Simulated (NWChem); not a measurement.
Molecule: GaNH$_{4}$; SMILES [NH2][GaH2]

Computed with NWChem. Coordinates come from a PBE0/def2-SVP optimisation. Ions are spin-unrestricted doublets at the neutral geometry; other ion states weren't tried.

Question: What does the run give for BHandHLYP/def2-TZVP? Quantities: vertical ionisation energy, ΔSCF (eV); −ε(HOMO) (eV).

Answer: 
```yaml
vertical ionisation energy, ΔSCF (eV): 9.49
"−ε(HOMO) (eV)": 8.64
```
